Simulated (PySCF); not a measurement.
# A search over the determinants of LiPb⁺

Unrestricted PBE0; Li x2c-SVPall, Pb x2c-SVPall; spin-free X2C with a Gaussian nucleus (PySCF 2.14). Outer shells of the fragments: Li+ closed shells only; Pb 5d10 6s2 6p2.

Followed along the bond (rough minima from three points):

| 2Ms+1 | unpaired | ⟨S²⟩ at the start | R at minimum (Å) | Te (eV) |
| --- | --- | --- | --- | --- |
| 3 | σ ↑, π ↑ | 2.00 | 3.10 | 0.00 |
| 1 | none | 0.00 | 3.02 | 0.09 |
| 1 | σ ↑, π ↓ | 1.00 | 3.19 | 0.27 |
| 3 | π ↑↑ | 2.00 | none in the scan | ≤ 1.04 |
| 1 | π ↑↓ | 1.00 | none in the scan | ≤ 1.33 |

Solutions found at the starting distance of 2.780 Å, counted from the lowest of them; the search is not exhaustive and high or unbound solutions are not listed, so other states can lie among these:

| 2Ms+1 | unpaired | term | E (eV) | ⟨S²⟩ | ⟨Lz²⟩ | μ (D) |
| --- | --- | --- | --- | --- | --- | --- |
| 3 | σ ↑, π ↑ | mixed | 0.00 | 2.00 | 1.57 | -8.75 |
| 1 | none | mixed | 0.09 | 0.00 | 0.57 | -7.93 |
| 1 | σ ↑, π ↓ | mixed | 0.30 | 1.00 | 1.57 | -8.76 |
| 3 | π ↑↑ | mixed | 1.07 | 2.00 | 0.57 | -9.45 |
| 1 | π ↑↓ | mixed | 1.36 | 1.00 | 2.58 | -9.27 |
| 1 | none | mixed | 2.08 | 0.00 | 2.57 | -8.71 |

A term symbol is given only where ⟨S²⟩ and ⟨Lz²⟩ are close to those of a pure state; real π, δ and φ orbitals otherwise mix terms. A positive dipole points towards Pb; it is taken about the centre of mass and depends on that origin.

Spin–orbit coupling is left out, which matters for elements this heavy, above all for dissociation energies.
